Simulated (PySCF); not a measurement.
# What a mistake does to a calculation on AlH2O2 anion

Calculated results; nothing here was measured. They come from PySCF 2.14.0, an open-source quantum chemistry program, on an isolated molecule that a program drew, which may never have been made. The molecule is AlH2O2 anion (charge -1, singlet), drawn as the SMILES string `[O-][AlH][OH]`.

Each row is a Hartree-Fock (HF) and frozen-core CCSD(T) single point in the aug-cc-pV(D+d)Z basis, meant for a local HF minimum. Run 1 is clean. Each other run has one planted mistake out of seven kinds, and not every kind appears here: one electron removed, one electron added, multiplicity raised by two, geometry at a saddle point, minimal basis STO-3G, one bond length entered in bohr, all coordinates scaled. The reference is restricted for singlets and unrestricted otherwise, and also for a bond in bohr. Adding or removing an electron swaps singlet and doublet. Electrons count all cores. HOMO and LUMO are orbital energies over both spins, the gradient is its largest component, and the lowest frequency (negative if imaginary) is given only where the gradient is small. Bond lengths are over the 4 bonds as drawn. T1 is the CCSD diagnostic: over 0.02 (restricted) or 0.045 (unrestricted) a single reference is doubtful.

Geometry of the clean run:
```xyz
5
AlH2O2 anion, angstrom
O     0.2627   -1.3423   -2.6267
Al    0.9437   -1.3288   -1.1605
O     1.9302   -0.0703   -0.4417
H     0.8554   -2.4974   -0.0281
H     2.2359   -0.2469    0.4300
```

| run | electrons | basis functions | <S^2> | HOMO (eV) | LUMO (eV) | gradient (hartree/bohr) | lowest frequency (cm^-1) | mean bond (Å) | longest bond (Å) | T1 | HF (hartree) | CCSD(T) (hartree) | mistake |
|---|---|---|---|---|---|---|---|---|---|---|---|---|---|
| 1 | 32 | 96 | 0.000 | -4.52 | 3.49 | 2.9e-05 | 305 | 1.4850 | 1.753 | 0.0223 | -392.91823 | -393.44568 | no fault |
| 2 | 32 | 21 | 0.000 | 2.96 | 18.72 | 7.5e-02 | - | 1.4850 | 1.753 | 0.0296 | -387.63855 | -387.78605 | minimal basis STO-3G |
| 3 | 32 | 96 | 0.836 | -4.77 | 3.54 | 2.1e-02 | - | 1.6942 | 1.777 | 0.0705 | -392.79066 | -393.30407 | one bond length entered in bohr |
| 4 | 32 | 96 | 0.000 | -4.62 | 3.46 | 1.3e-01 | - | 1.3736 | 1.622 | 0.0200 | -392.88367 | -393.39729 | ? |

**Which mistake was planted in run 4, and what did it cost?**

The mean and the longest bond both change by the same factor, 0.925, and the gradient is no longer small. So the mistake is: all coordinates scaled. Subtracting run 1 and multiplying by 627.51 kcal/mol a hartree, the energy moved by 21.7 kcal/mol in HF and 30.4 kcal/mol in CCSD(T).

Cautions from the logs. Run 1: T1 is over the limit, so its CCSD(T) energy is less reliable; run 2: T1 is over the limit, so its CCSD(T) energy is less reliable and the HOMO is above zero, so the electron isn't bound and the energy depends on the basis; run 3: T1 is over the limit, so its CCSD(T) energy is less reliable.
